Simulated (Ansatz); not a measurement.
Si17OH22, a nanocrystal with a defect cut from the lattice of silicon (double-bonded O in place of two caps). Charge 0, multiplicity 3. Geometry r2SCAN-D4/def2-SVP, that of the neutral singlet; atoms count from 1.

```csv
atom,x (Å),y (Å),z (Å)
Si1,-3.073,-2.658,-1.645
Si2,0.078,-2.826,1.403
Si3,2.929,2.306,-1.838
Si4,2.818,-0.272,1.105
Si5,0.063,-0.295,-1.581
Si6,-2.608,0.032,1.140
Si7,0.258,2.610,0.917
Si8,0.106,0.095,3.818
Si9,-1.414,-1.563,-2.902
Si10,1.463,0.905,-3.041
Si11,1.369,-1.637,-0.163
Si12,-4.145,-1.196,-0.146
Si13,-1.302,-1.314,2.562
Si14,4.190,0.947,-0.376
Si15,1.654,3.810,-0.545
Si16,1.538,1.262,2.358
Si17,-1.194,1.229,-0.309
O18,5.738,0.869,-0.395
H19,-4.093,-3.232,-2.582
H20,-2.459,-3.790,-0.886
H21,1.015,-3.456,2.389
H22,-0.717,-3.913,0.753
H23,3.857,3.040,-2.757
H24,3.660,-1.114,2.013
H25,-3.357,1.007,2.003
H26,-0.545,3.567,1.750
H27,0.923,-0.721,4.774
H28,-0.712,1.074,4.604
H29,-0.641,-2.558,-3.713
H30,-2.084,-0.612,-3.847
H31,2.258,-0.050,-3.878
H32,0.615,1.739,-3.954
H33,2.192,-2.576,-0.995
H34,-5.067,-1.973,0.743
H35,-4.966,-0.223,-0.938
H36,-2.207,-2.072,3.489
H37,2.574,4.697,0.236
H38,0.826,4.666,-1.455
H39,2.476,2.134,3.140
H40,-2.017,2.061,-1.250
```

Single mean-field runs in def2-TZVP are fitted with def2-universal-jkfit. At PBE0-D4/def2-TZVP a singlet of charge 0 lies 2.38 eV below the triplet at the same geometry.

Question: Estimate the Mulliken populations of the heavy atoms from the PBE0/def2-TZVP orbitals of Ansatz.

Answer: 
| atom | charge (e) | spin (α − β) |
| --- | --- | --- |
| Si1 | -0.01 | 0.00 |
| Si2 | -0.03 | 0.03 |
| Si3 | 0.00 | 0.19 |
| Si4 | -0.01 | 0.20 |
| Si5 | -0.01 | -0.01 |
| Si6 | -0.01 | 0.00 |
| Si7 | 0.00 | -0.01 |
| Si8 | -0.02 | 0.03 |
| Si9 | -0.02 | 0.00 |
| Si10 | -0.02 | 0.05 |
| Si11 | -0.01 | 0.06 |
| Si12 | -0.01 | 0.00 |
| Si13 | 0.00 | 0.00 |
| Si14 | 0.25 | 0.61 |
| Si15 | -0.02 | 0.05 |
| Si16 | -0.01 | 0.06 |
| Si17 | -0.01 | 0.00 |
| O18 | -0.35 | 0.67 |
Mulliken values depend strongly on the basis.

Question: Where does the spin sit?

Answer: Summed by element: Si 1.27, O 0.67, H 0.06, of 2 unpaired in all. Largest on single atoms: O18 0.67, Si14 0.61, Si4 0.20.

Question: And the Mayer bond orders between heavy atoms (over 0.3)?

Answer: Si1–Si9 0.95 (2.35 Å); Si1–Si12 0.96 (2.35 Å); Si2–Si11 0.92 (2.35 Å); Si2–Si13 0.94 (2.35 Å); Si3–Si10 0.93 (2.36 Å); Si3–Si14 0.88 (2.36 Å); Si3–Si15 0.93 (2.36 Å); Si4–Si11 0.92 (2.36 Å); Si4–Si14 0.88 (2.36 Å); Si4–Si16 0.92 (2.36 Å); Si5–Si9 0.93 (2.35 Å); Si5–Si10 0.93 (2.35 Å); Si5–Si11 0.92 (2.35 Å); Si5–Si17 0.92 (2.35 Å); Si6–Si12 0.95 (2.35 Å); Si6–Si13 0.94 (2.35 Å); Si6–Si17 0.93 (2.35 Å); Si7–Si15 0.94 (2.35 Å); Si7–Si16 0.93 (2.35 Å); Si7–Si17 0.93 (2.35 Å); Si8–Si13 0.95 (2.36 Å); Si8–Si16 0.92 (2.35 Å); Si14–O18 1.68 (1.55 Å).
